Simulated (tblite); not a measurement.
Input of a run (GFN2-xTB geometry optimisation, gas phase (tblite 0.8.0)), started from a force field or distance geometry:
```
{"job": {"kind": "relax", "xc": "GFN2-xTB", "basis": "xTB"}, "charge": 0, "multiplicity": 1}
N      4.438100     1.566400     0.636900
C      3.627800     0.728600     0.634900
Si     2.334400    -0.629300     0.655300
C      0.641600     0.099200     0.144500
N     -0.413500    -0.940400     0.178900
C     -1.687300    -0.439300    -0.428700
C     -2.447000     0.690500     0.293700
F     -3.656600     0.885800    -0.255300
F     -2.628700     0.376300     1.602700
F     -1.781000     1.857600     0.245000
H      2.190100    -1.228300     2.009700
H      2.696900    -1.731800    -0.276800
H      0.388400     0.906000     0.852800
H      0.749300     0.509000    -0.857200
H     -0.608500    -1.202700     1.143000
H     -1.498800    -0.135200    -1.451300
H     -2.352300    -1.300400    -0.479700
```

Output (eV, eV/Å):
```
step      E/eV     max force
  0    -920.94064    2.430
  1    -920.89226    7.452
  2    -921.06908    0.607
  3    -921.08954    0.543
  4    -921.10863    0.304
  5    -921.12075    0.255
  6    -921.13461    0.222
  7    -921.14385    0.200
  8    -921.14905    0.160
  9    -921.15120    0.123
 10    -921.15234    0.089
 11    -921.15302    0.053
 12    -921.15341    0.042
 13    -921.15369    0.041
 14    -921.15402    0.045
 15    -921.15446    0.052
 16    -921.15496    0.052
 17    -921.15545    0.049
 18    -921.15586    0.052
 19    -921.15624    0.057
 20    -921.15666    0.055
 21    -921.15720    0.055
 22    -921.15782    0.063
 23    -921.15834    0.055
 24    -921.15864    0.042
 25    -921.15882    0.036
 26    -921.15897    0.036
 27    -921.15912    0.029
 28    -921.15924    0.022
 29    -921.15934    0.028
 30    -921.15947    0.031
 31    -921.15964    0.031
 32    -921.15986    0.033
 33    -921.16006    0.031
 34    -921.16022    0.032
 35    -921.16036    0.032
 36    -921.16051    0.030
 37    -921.16065    0.025
 38    -921.16078    0.026
 39    -921.16088    0.027
 40    -921.16099    0.030
 41    -921.16111    0.027
 42    -921.16122    0.026
 43    -921.16132    0.023
 44    -921.16140    0.022
 45    -921.16147    0.024
 46    -921.16155    0.019
 47    -921.16163    0.022
 48    -921.16171    0.024
 49    -921.16178    0.021
 50    -921.16185    0.017
 51    -921.16191    0.018
 52    -921.16197    0.019
 53    -921.16203    0.022
 54    -921.16210    0.024
 55    -921.16217    0.024
 56    -921.16223    0.017
 57    -921.16226    0.017
 58    -921.16229    0.016
 59    -921.16232    0.014
 60    -921.16236    0.016
 61    -921.16240    0.016
 62    -921.16244    0.015
 63    -921.16248    0.013
 64    -921.16251    0.013
 65    -921.16254    0.017
 66    -921.16258    0.021
 67    -921.16262    0.014
 68    -921.16264    0.010
```

Summarise the run.

The energy falls by 0.222 eV over 68 L-BFGS steps, the largest force on an atom goes from 2.43 to 0.010 eV/Å, and the atoms move by 0.112 Å rms after alignment. The bond that changes most is N5–C6 (secondary amine nitrogen to sp3 carbon bound to nitrogen), which shortens by 0.060 Å. Bonds longer at the end by more than 0.005 Å: 3 of 16; shorter: 7. Among the angles that change most is H11–Si3–H12, from 107.2° to 113.4°. Among the dihedrals that turn most is H16–C6–C7–F10, from -56° to -46°. The energy rose by more than 1e-5 eV at step 1.

What are the final bond lengths?

N1≡C2 1.145 Å, C2–Si3 1.869 Å, Si3–C4 1.909 Å, C4–N5 1.457 Å, N5–C6 1.438 Å, C6–C7 1.537 Å, C7–F8 1.341 Å, C7–F9 1.344 Å, C7–F10 1.340 Å, Si3–H11 1.466 Å, Si3–H12 1.461 Å, C4–H13 1.099 Å, C4–H14 1.093 Å, N5–H15 1.015 Å, C6–H16 1.094 Å, C6–H17 1.094 Å. Numbering counts from 1 in the input's order; the species is `N#C[SiH2]CNCC(F)(F)F`.

The run took 0.52 s of wall time on one thread, Arm Neoverse V1 (aarch64), shared host.

Its GFN2-xTB frequencies are all real (lowest 24 cm⁻¹). The numbers are those of one conformer. 3 starts were optimised and ended at 0.00, 1.17 and 2.07 kcal/mol (GFN2-xTB); the lowest of these is shown.

The numbers are calculated, not measured.
